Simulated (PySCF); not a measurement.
**Radial density of Cr (chromium, neutral)**

B2PLYP, [Ar] 3d5 4s1, high-spin 7S determinant. Computed with PySCF 2.14 in aug-cc-pVTZ (8s7p5d3f2g, 93 functions), with no relativity, point nucleus.

```json
{"r (bohr)": "0.000867", "4πr²ρ (e/bohr)": "0.08442", "4πr²(ρα − ρβ)": "0.0000"}
{"r (bohr)": "0.00146", "4πr²ρ (e/bohr)": "0.2321", "4πr²(ρα − ρβ)": "0.0001"}
{"r (bohr)": "0.00245", "4πr²ρ (e/bohr)": "0.6263", "4πr²(ρα − ρβ)": "0.0002"}
{"r (bohr)": "0.00413", "4πr²ρ (e/bohr)": "1.635", "4πr²(ρα − ρβ)": "0.0004"}
{"r (bohr)": "0.00694", "4πr²ρ (e/bohr)": "4.042", "4πr²(ρα − ρβ)": "0.0011"}
{"r (bohr)": "0.0117", "4πr²ρ (e/bohr)": "9.118", "4πr²(ρα − ρβ)": "0.0024"}
{"r (bohr)": "0.0196", "4πr²ρ (e/bohr)": "17.65", "4πr²(ρα − ρβ)": "0.0043"}
{"r (bohr)": "0.0330", "4πr²ρ (e/bohr)": "26.60", "4πr²(ρα − ρβ)": "0.0054"}
{"r (bohr)": "0.0556", "4πr²ρ (e/bohr)": "27.54", "4πr²(ρα − ρβ)": "0.0032"}
{"r (bohr)": "0.0935", "4πr²ρ (e/bohr)": "21.88", "4πr²(ρα − ρβ)": "0.0080"}
{"r (bohr)": "0.157", "4πr²ρ (e/bohr)": "27.99", "4πr²(ρα − ρβ)": "0.0849"}
{"r (bohr)": "0.264", "4πr²ρ (e/bohr)": "27.61", "4πr²(ρα − ρβ)": "0.4875"}
{"r (bohr)": "0.445", "4πr²ρ (e/bohr)": "11.01", "4πr²(ρα − ρβ)": "1.8395"}
{"r (bohr)": "0.748", "4πr²ρ (e/bohr)": "13.39", "4πr²(ρα − ρβ)": "3.4187"}
{"r (bohr)": "1.26", "4πr²ρ (e/bohr)": "7.350", "4πr²(ρα − ρβ)": "2.6856"}
{"r (bohr)": "2.12", "4πr²ρ (e/bohr)": "1.586", "4πr²(ρα − ρβ)": "1.2566"}
{"r (bohr)": "3.56", "4πr²ρ (e/bohr)": "0.4584", "4πr²(ρα − ρβ)": "0.4558"}
{"r (bohr)": "5.99", "4πr²ρ (e/bohr)": "0.06109", "4πr²(ρα − ρβ)": "0.0611"}
{"r (bohr)": "10.1", "4πr²ρ (e/bohr)": "0.001132", "4πr²(ρα − ρβ)": "0.0011"}
```
